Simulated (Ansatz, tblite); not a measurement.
Removing and adding an electron: Ga13As13H30, a nanocrystal cut from zinc blende GaAs (hydrogen-capped). The state is a singlet with charge 0. Geometry: PBE-D4/def2-SVP. Ansatz, gas phase; energy differences of separate SCF runs; the oxidised species was run as a doublet alone; the reduced species was run as a doublet alone.

```xyz
56

Ga   -0.515    2.528   -1.764
Ga    0.220    3.756    2.179
Ga   -3.637    3.807    0.768
Ga   -3.093   -0.211   -0.399
Ga   -2.322    1.062    3.520
Ga    3.483    2.554   -0.497
Ga    2.640    1.500   -4.373
Ga   -0.113   -1.301   -2.838
Ga    3.876   -1.217   -1.549
Ga    0.712   -0.194    0.959
Ga   -1.881   -3.142    2.343
Ga    1.046   -4.220   -0.058
Ga   -2.794   -4.273   -1.497
As   -1.181    3.930    0.175
As    1.886    2.801   -2.340
As    2.567    3.983    1.342
As   -0.718    0.195   -0.962
As    0.023    1.350    2.757
As   -3.592    1.372    1.448
As   -3.180   -2.580    0.342
As   -2.493   -1.384    4.015
As    3.045    0.238    0.283
As    2.262   -0.777   -3.340
As   -0.397   -3.599   -1.939
As    3.347   -3.532   -0.760
As    0.430   -2.542    1.665
H    -1.442    2.796   -3.013
H    -0.054    4.715    3.400
H    -4.458    3.914   -0.576
H    -3.869    4.675    2.068
H    -4.035    0.040   -1.641
H    -2.675    1.936    4.784
H     5.010    2.847   -0.750
H     1.551    1.699   -5.498
H     4.197    1.712   -4.543
H    -1.035   -1.056   -4.096
H     5.417   -1.042   -1.831
H    -1.993   -4.588    2.959
H     1.021   -5.701    0.479
H    -3.654   -3.829   -2.745
H    -2.783   -5.712   -0.843
H    -0.927    5.372   -0.266
H     2.044    4.279   -2.699
H     2.765    5.440    0.930
H     3.539    3.997    2.521
H     0.919    1.109    3.973
H    -5.014    1.031    1.894
H    -4.615   -2.796    0.824
H    -3.928   -1.659    4.460
H    -1.829   -1.691    5.358
H     3.951   -0.003    1.491
H     2.678   -1.796   -4.401
H     0.106   -4.528   -3.044
H     3.803   -4.502   -1.848
H     4.361   -3.964    0.300
H     1.329   -2.797    2.875
```

The xTB rows come from tblite. Single mean-field runs in def2-SVP are fitted with def2-universal-jkfit. HOMO above LUMO, or a gap near zero within one spin, warns that the state may not be the lowest or that an electron is smeared out.

```json
{"level": "GFN1-xTB", "−HOMO (eV)": "10.52", "vertical IE (eV)": "11.74", "−LUMO (eV)": "6.84", "vertical EA (eV)": "5.61", "HOMO–LUMO gap (eV)": "3.68", "IE − EA (eV)": "6.13", "remarks": "–"}
{"level": "GFN2-xTB", "−HOMO (eV)": "10.66", "vertical IE (eV)": "11.88", "−LUMO (eV)": "6.83", "vertical EA (eV)": "5.64", "HOMO–LUMO gap (eV)": "3.83", "IE − EA (eV)": "6.24", "remarks": "–"}
{"level": "PBE-D4/def2-SVP", "−HOMO (eV)": "5.85", "vertical IE (eV)": "–", "−LUMO (eV)": "2.26", "vertical EA (eV)": "1.01", "HOMO–LUMO gap (eV)": "3.60", "IE − EA (eV)": "–", "remarks": "HOMO above zero (-1 doublet), gap within one spin near zero (-1 doublet)"}
{"level": "PBE0-D4/def2-SVP", "−HOMO (eV)": "6.81", "vertical IE (eV)": "7.80", "−LUMO (eV)": "1.57", "vertical EA (eV)": "0.76", "HOMO–LUMO gap (eV)": "5.24", "IE − EA (eV)": "7.04", "remarks": "HOMO above zero (-1 doublet)"}
```

Run but left out: PBE-D4/def2-SVP (charge +1 doublet: an occupied level 0.07 eV above an empty one).   A HOMO above zero means that the electron is unbound at that level or that self-interaction error raises the level; the energy of removing that electron tells which. Raw xTB energy differences between charge states are shifted by several eV; the methods need an empirical correction for them. Sets without diffuse functions give affinities that are too small.
